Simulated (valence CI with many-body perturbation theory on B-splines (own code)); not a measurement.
E1 line list for Kr5+

Level of theory: valence CI with perturbative core correlation (CI+MBPT): three valence electrons over a frozen Dirac-Fock core [Ar] 3d10, a basis of 11 s, 11 p, 10 d, 8 f, 5 g, 2 h functions for each j, with the one-electron correlation potential Σ1, the two-electron term Σ2, the three-electron term Σ3, Breit, model QED; selected CI, second order for the rest, scaled by the run's own slope (own B-spline code, finite nucleus).

Against 40 measured levels this calculation errs by 204 cm⁻¹ on average and by 839 at most. These come from a selection out of Saloman, J. Phys. Chem. Ref. Data 36, 215 (2007). Levels without a partner in it may be off by more. 3 measured levels below the end of the list, from 390595 cm⁻¹ on, found no clear computed partner, and computed levels of the same name lie up to 2891 cm⁻¹ from them.

Lines 1 to 50 of 589 in falling wavelength, among levels below 551630 cm⁻¹, chosen from the strongest by gf and those to the six lowest levels. Wavelengths and rates use the calculated energies, so an error of 200 cm⁻¹ moves a line at 24820 Å by 5 % and its rate by three times that or more. Electric multipoles are in the length gauge, E1 and E2 with the static RPA response of the core. Weak lines are less certain than strong ones. Lines between different terms over intervals too small for the method are left out, as are lines whose strength nearly cancels. Where a level lies close to another of its J and parity, the split of strength between their lines is uncertain. The highest levels of a list are the least certain.

Names give the largest LS component (configuration and term), which can be under half, so a name can repeat, a term be missing and a line seem to break the LS rules; names also repeat where a configuration has a term twice. Letters in brackets count levels of one name in rising energy.

| λ vac (Å) | Upper | Lower | A (s⁻¹) | log gf | Branch % |
| --- | --- | --- | --- | --- | --- |
| 24820 | 4s²7g ²G_7/2 | 4s²7f ²F°_5/2 | 5.32e+06 | 0.59 | 0.1 |
| 24450 | 4s²6g ²G_9/2 | 4s²6f ²F°_7/2 | 2.23e+06 | 0.30 | 0.1 |
| 24060 | 4s²6g ²G_7/2 | 4s4p5d ⁴F°_5/2 | 7.21e+05 | -0.30 | 0.0 |
| 13810 | 4s²7f ²F°_5/2 | 4s4p4f ²F_7/2 [c] | 1.62e+06 | -0.56 | 0.2 |
| 13720 | 4s²8p ²P°_1/2 | 4s²8s ²S_1/2 | 2.31e+07 | 0.12 | 1.0 |
| 13650 | 4s²8p ²P°_3/2 | 4s²8s ²S_1/2 | 1.34e+07 | 0.18 | 0.2 |
| 13330 | 4s²7f ²F°_7/2 | 4s4p4f ²G_9/2 [b] | 6.26e+06 | 0.13 | 0.7 |
| 12930 | 4p²4d ²G_7/2 | 4s²5f ²F°_5/2 | 1.71e+06 | -0.47 | 0.0 |
| 12130 | 4s4p6s ⁴P°_3/2 | 4s²8s ²S_1/2 | 1.75e+07 | 0.19 | 0.3 |
| 10660 | 4s²7d ²D_5/2 | 4s4p5d ⁴F°_7/2 | 4.18e+06 | -0.37 | 0.3 |
| 10470 | 4s²7f ²F°_5/2 | 4s4p4f ²G_7/2 [b] | 7.67e+06 | -0.12 | 0.9 |
| 10090 | 4p²4d ²G_9/2 | 4s²5f ²F°_7/2 | 2.07e+06 | -0.50 | 0.1 |
| 9760 | 4s²7p ²P°_3/2 | 4s4p5p ²D_5/2 [b] | 4.83e+06 | -0.56 | 0.3 |
| 9147 | 4s²7d ²D_3/2 | 4s²6f ²F°_5/2 | 4.00e+07 | 0.30 | 3.3 |
| 8649 | 4s²7d ²D_5/2 | 4s²6f ²F°_7/2 | 5.60e+07 | 0.58 | 4.6 |
| 8407 | 4s²7d ²D_3/2 | 4s4p5d ⁴F°_5/2 | 2.09e+07 | -0.05 | 1.7 |
| 7903 | 4s²6d ²D_3/2 | 4s²5f ²F°_5/2 | 3.27e+07 | 0.09 | 1.6 |
| 7791 | 4s²7p ²P°_3/2 | 4s4p5p ²P_1/2 [b] | 1.19e+07 | -0.37 | 0.7 |
| 7580 | 4s²7p ²P°_1/2 | 4s²7s ²S_1/2 | 5.99e+07 | 0.01 | 3.8 |
| 7579 | 4s²6d ²D_5/2 | 4s²5f ²F°_7/2 | 3.52e+07 | 0.26 | 1.6 |
| 7255 | 4s²8p ²P°_3/2 | 4s²7d ²D_5/2 | 6.81e+07 | 0.33 | 1.1 |
| 7222 | 4s²7p ²P°_3/2 | 4s²7s ²S_1/2 | 6.72e+07 | 0.32 | 4.2 |
| 7213 | 4s²8p ²P°_1/2 | 4s²7d ²D_3/2 | 1.37e+08 | 0.33 | 6.2 |
| 6802 | 4s4p6s ⁴P°_3/2 | 4s²7d ²D_5/2 | 7.50e+07 | 0.32 | 1.3 |
| 6097 | 4s²6h ²H°_11/2 | 4s4p4f ²G_9/2 [a] | 5.84e+06 | -0.41 | 0.3 |
| 5441 | 4s4p4f ²G_9/2 [b] | 4s²6h ²H°_11/2 | 6.79e+06 | -0.52 | 0.0 |
| 5192 | 4s²6p ²P°_1/2 | 4s²6s ²S_1/2 | 5.90e+07 | -0.32 | 0.4 |
| 5180 | 4s²6f ²F°_7/2 | 4s4p5p ²D_5/2 [b] | 2.03e+07 | -0.18 | 1.1 |
| 5113 | 4s²7f ²F°_5/2 | 4s²7d ²D_5/2 | 2.10e+07 | -0.31 | 2.5 |
| 5097 | 4s²7f ²F°_7/2 | 4s²7d ²D_5/2 | 3.15e+08 | 0.99 | 37.1 |
| 5082 | 4s²7f ²F°_5/2 | 4s²7d ²D_3/2 | 2.96e+08 | 0.84 | 35.2 |
| 4895 | 4s4p5s ²P°_3/2 [b] | 4s²6s ²S_1/2 | 6.26e+07 | -0.05 | 0.4 |
| 4877 | 4s²7d ²D_3/2 | 4s²7p ²P°_3/2 | 5.38e+07 | -0.11 | 4.5 |
| 4849 | 4s²7d ²D_5/2 | 4s²7p ²P°_3/2 | 3.26e+08 | 0.84 | 26.9 |
| 4749 | 4s4p4f ²G_7/2 [b] | 4s²6f ²F°_5/2 | 2.60e+07 | -0.15 | 0.1 |
| 4727 | 4s²7d ²D_3/2 | 4s²7p ²P°_1/2 | 2.86e+08 | 0.58 | 23.9 |
| 4550 | 4s²6f ²F°_5/2 | 4s4p5p ²D_3/2 [b] | 1.97e+07 | -0.43 | 0.9 |
| 4542 | 4s4p4f ²G_7/2 [b] | 4s4p5d ⁴F°_5/2 | 1.47e+07 | -0.44 | 0.1 |
| 4302 | 4s4p5d ⁴P°_3/2 | 4s4p4f ⁴D_5/2 | 2.41e+07 | -0.57 | 0.7 |
| 4280 | 4s4p4f ²F_7/2 [c] | 4s²6f ²F°_5/2 | 1.28e+07 | -0.55 | 0.1 |
| 4271 | 4s4p5d ⁴P°_5/2 | 4s4p4f ⁴D_7/2 | 2.69e+07 | -0.36 | 0.8 |
| 4241 | 4s4p5d ²F°_5/2 | 4s4p4f ²G_7/2 [a] | 2.48e+07 | -0.40 | 0.6 |
| 4223 | 4s4p4f ²G_9/2 [b] | 4s²6f ²F°_7/2 | 6.55e+07 | 0.24 | 0.3 |
| 3994 | 4s4p5d ²F°_7/2 | 4s4p4f ²G_9/2 [a] | 4.37e+07 | -0.08 | 1.0 |
| 3942 | 4s4p5d ⁴D°_3/2 | 4s4p4f ⁴F_5/2 | 2.94e+07 | -0.56 | 0.9 |
| 3742 | 4s²7p ²P°_1/2 | 4s²6d ²D_3/2 | 3.74e+08 | 0.20 | 23.6 |
| 3719 | 4s²7p ²P°_3/2 | 4s²6d ²D_5/2 | 3.36e+08 | 0.44 | 21.0 |
| 3693 | 4s²8s ²S_1/2 | 4s²7p ²P°_3/2 | 4.06e+08 | 0.22 | 8.8 |
| 3691 | 4s²7f ²F°_7/2 | 4s²6g ²G_9/2 | 2.48e+07 | -0.39 | 2.9 |
| 3675 | 4s4p5d ⁴D°_7/2 | 4s4p4f ⁴F_9/2 | 4.04e+07 | -0.18 | 1.3 |
